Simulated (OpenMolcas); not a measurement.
Ar+: effect of the basis set

```json
{
 "Program": "OpenMolcas",
 "Method": "CASSCF",
 "Active space": "7 electrons in 4 orbitals (3s 3p)",
 "State averaging": "2S+1 = 2 odd, 3 roots; 2S+1 = 2 even, 1 root",
 "Spin-orbit coupling": "RASSI with atomic mean-field integrals over the reference wave functions, term energies averaged over their components"
}
```

A. ANO-RCC-VDZP [4s3p1d], DKH2, point nucleus; cost of the order of 3 core-seconds
B. ANO-L-VTZP [5s4p2d1f], non-relativistic, point nucleus; cost roughly 5 core-seconds
C. ANO-RCC-VTZP [5s4p2d1f], DKH2, point nucleus; cost of the order of 3 core-seconds
D. ANO-R2 [5s4p3d1f], X2C, finite nucleus; cost about 7 core-seconds
E. ANO-RCC-VQZP [6s5p3d2f1g], DKH2, point nucleus; cost of the order of 5 core-seconds
F. ANO-R3 [6s5p4d2f1g], X2C, finite nucleus; cost roughly 6 core-seconds

Energies in cm⁻¹ above 3s² 3p⁵ ²P°_3/2, the measured ground level; measured values from NIST Handbook of Basic Atomic Spectroscopic Data.

```tsv
Level	A	B	C	D	E	F	Measured
3s² 3p⁵ ²P°_3/2	0.0	0.0	0.0	0.0	0.0	0.0	0.0
3s² 3p⁵ ²P°_1/2	1370	1316	1335	1342	1350	1349	1432
3s 3p⁶ ²S_1/2	150965	149103	151052	151022	151029	151034	108722
```

Deviations, from unrounded energies. A percentage is the sum of absolute deviations over the sum of measured energies, with the sign that they share, or ± where signs differ.

```json
{"Against measurement": "mean absolute deviation (cm-1)", "Levels": "2", "A": "21000", "B": "20000", "C": "21000", "D": "21000", "E": "21000", "F": "21000"}
{"Against measurement": "fine structure of the ground term (%)", "Levels": "1", "A": "-4.3", "B": "-8.1", "C": "-6.7", "D": "-6.2", "E": "-5.7", "F": "-5.8"}
{"Against measurement": "other configurations (%)", "Levels": "1", "A": "+38.9", "B": "+37.1", "C": "+38.9", "D": "+38.9", "E": "+38.9", "F": "+38.9"}
```

A, B, C, D, E, F lie about equally close to measurement. The largest miss of B in the table is 3s 3p⁶ ²S_1/2, by +40000 cm-1. The ranking rests on the paired levels alone, and a cruder setting can come out closer through cancelling errors.

Among A to F the level of the table that moves most is 3s 3p⁶ ²S_1/2, by 1900 cm-1 (lowest in B, highest in C).

Without dynamic correlation excited terms often stand tens of per cent too high (terms of higher spin than the ground term too low), and those without a measured partner can miss by more than the paired ones. Measured partners are found by configuration, term and J. A level has none where our copy of the source lacks it or the pairing is in doubt (some pairs that miss far off the trend of their configuration count as doubtful), and it then counts in no deviation. Levels of configurations outside the active space are missing.

° marks odd parity.
